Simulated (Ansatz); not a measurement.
`N[Si@@H](F)O[Si@@H](N)F` + H₂O → `N[Si@H](F)O[Si@@H](N)O` + H–F  (formal hydrolysis of the Si–F bond)

Gas-phase electronic energies from Ansatz, PBE0-D4/def2-TZVP geometries. CBS: MP2 limit from def2 TZ/QZ plus the TZ coupled-cluster correction, frozen cores. This one scheme is used for every species. DFT in def2-TZVPP. Each species was taken in one conformer, which may not be the lowest.

`N[Si@@H](F)O[Si@@H](N)F`:

Cartesian coordinates in Å:
```
N 0.498 -2.465 -0.821
Si -0.701 -1.472 -0.163
F -1.216 -1.939 1.276
O -0.050 0.001 0.030
Si -0.151 1.477 0.692
N 0.980 2.455 -0.096
F -1.665 1.959 0.512
H 1.461 -2.378 -0.541
H 0.285 -3.386 -1.164
H -1.893 -1.470 -1.029
H 0.095 1.481 2.144
H 1.156 2.361 -1.082
H 1.202 3.376 0.243
```

H₂O:

Cartesian coordinates in Å:
```
O -0.171 0.151 -0.316
H 0.357 -0.649 -0.263
H -0.186 0.498 0.579
```

`N[Si@H](F)O[Si@@H](N)O`:

Z-matrix (Å, degrees):
```
Si
O 1 1.634
O 1 1.638 2 112.9
N 1 1.705 2 109.8 3 118.2
H 1 1.476 2 103.6 3 -115.5
H 2 0.959 1 116.5 3 -72.5
Si 3 1.617 1 144.0 2 116.3
H 4 1.008 1 120.1 2 -155.7
H 4 1.007 1 121.2 2 55.6
N 7 1.687 3 107.9 1 155.8
F 7 1.607 3 106.4 1 33.5
H 7 1.475 3 113.8 1 -81.3
H 10 1.005 7 122.3 3 170.0
H 10 1.006 7 121.7 3 -32.1
```

H–F:

Z-matrix (Å, degrees):
```
F
H 1 0.920
```

Is it downhill or uphill in electronic energy at CCSD(T)/CBS, and by how much? (An estimate is asked.)

The calculation gave: Uphill: ΔE = +9.8 kcal/mol.

What do these levels give: r2SCAN-D4, ωB97X-V, ωB97M-V, PBE0, SCS-MP2/def2-TZVPP, SCS-MP2/def2-QZVPP? (Best estimate.)

Computed: r2SCAN-D4 10.1, ωB97X-V 10.1, ωB97M-V 9.9, PBE0 10.1, SCS-MP2/def2-TZVPP 9.9, SCS-MP2/def2-QZVPP 10.2 kcal/mol.

Largest T1 diagnostic among the species: 0.011.

The D4 term adds −1.3 kcal/mol with B3LYP and −0.7 kcal/mol with PBE0; it sums over pairs of atoms, weighted by their polarisabilities, and B3LYP, whose exchange is more repulsive, gets the larger term. In def2-TZVPP, CCSD(T) changes the Hartree–Fock value by −2.9 kcal/mol (the triples alone add −0.5 kcal/mol) and MP2 by −3.2 kcal/mol.

B3LYP here is the variant with VWN-RPA as its local correlation; programs differ in this.
